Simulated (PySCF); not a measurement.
# Ge+ (germanium, charge +1): UHF calculation

Configuration: [Ar] 3d10 4s2 4p1, 2P determinant. Computed with PySCF 2.14 in cc-pVTZ-DK (6s5p3d1f, 43 functions), with scalar relativity by spin-free X2C-1e.

- Total energy: -2096.779521 hartree
- One-electron energy: -2912.1894 hartree
- Hartree (Coulomb) energy: 893.7947 hartree
- Exchange energy: -78.3848 hartree
- ⟨S²⟩: 0.7602
- ⟨L²⟩: 2.031
- Sum of ⟨r⟩: 20.73 bohr
- Sum of ⟨r²⟩: 28.54 bohr²
- Traceless quadrupole moment −½Σ⟨3z² − r²⟩ along its main axis: -3.17 e·bohr²
- Langevin diamagnetic susceptibility: -22.6 ×10⁻⁶ cm³/mol
- Time after the integrals: 0.24 s of wall time on 1 thread of Neoverse-N1 (shared host)

| shell | electrons | mean orbital energy (eV) | spread (eV) | rms radius, mean of both spins (bohr) |
| --- | --- | --- | --- | --- |
| 1s α | 1 | -11188.0 | 0 | 0.0542 |
| 1s β | 1 | -11187.9 | 0 | 0.0542 |
| 2s α | 1 | -1463.1 | 0 | 0.227 |
| 2s β | 1 | -1463.1 | 0 | 0.227 |
| 2p α | 3 | -1275.1 | 0.032 | 0.203 |
| 2p β | 3 | -1275.1 | 0.131 | 0.203 |
| 3s α | 1 | -210.66 | 0 | 0.668 |
| 3s β | 1 | -210.56 | 0 | 0.668 |
| 3p α | 3 | -150.91 | 0.017 | 0.701 |
| 3p β | 3 | -150.76 | 0.477 | 0.701 |
| 3d α | 5 | -52.676 | 0.311 | 0.813 |
| 3d β | 5 | -52.602 | 0.491 | 0.813 |
| 4s α | 1 | -24.577 | 0 | 2.24 |
| 4s β | 1 | -22.273 | 0 | 2.24 |
| 4p α | 1 | -15.566 | 0 | 2.77 |

Densities and radii are taken from the X2C orbitals without a picture-change correction, which distorts them close to the nucleus.
